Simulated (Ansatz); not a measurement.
Two isomers of CH3FIIn: A = `[F][InH][CH2]I`, B = `[CH3][In]([F])[I]`.

Program: Ansatz. Geometries: PBE0-D4/def2-TZVP. ΔE: electronic, gas phase. CCSD(T)/CBS adds triple-zeta CCSD(T) − MP2 to the extrapolated MP2 energy (def2 sets, frozen cores). Functionals use def2-TZVPP. B3LYP here is the variant with VWN-RPA as its local correlation; programs differ in this. Elements past krypton have def2 core potentials. For I, In outer-core shells are correlated without core-valence functions, which leaves a few kJ/mol of doubt a bond. Each species was taken in one conformer, which may not be the lowest.

Which is lower in electronic energy at CCSD(T)/CBS, and by how much? (An estimate is asked.)

Ansatz gave: B, by 194.8 kJ/mol.

Give E(B) − E(A) in kJ/mol with ωB97M-V, BLYP-D4, PBE0-D4, CCSD(T)/def2-TZVPP, B3LYP-D4, CCSD(T)/def2-SVP, LDA (SPW92). (An estimate is asked.)

Ansatz gave: ωB97M-V -196.1, BLYP-D4 -190.7, PBE0-D4 -199.3, CCSD(T)/def2-TZVPP -192.0, B3LYP-D4 -197.8, CCSD(T)/def2-SVP -210.3, LDA (SPW92) -188.0. None reverses the order clearly.

Does the order hold for the free energy at 298.15 K (harmonic terms from PBE0-D4)? (Estimate.)

Ansatz gave: Yes: G(B) − G(A) = -188.6 kJ/mol, for one conformer each. Modes under 60 cm⁻¹, often nearly free rotors, make the harmonic entropy too high.

Largest T1 diagnostic: 0.013.

From r2SCAN to r2SCAN0 (25 % exact exchange), in def2-TZVPP and without D4, E(B) − E(A) moves by −5.1 kJ/mol. Leaving LDA and LC-ωPBE aside and taking each functional with its dispersion term where it has one, the values, not all of them listed here, spread over 18.3 kJ/mol, from BHLYP-D4 to revPBE-D4. LDA lies +5.8 kJ/mol from PBE without D4.
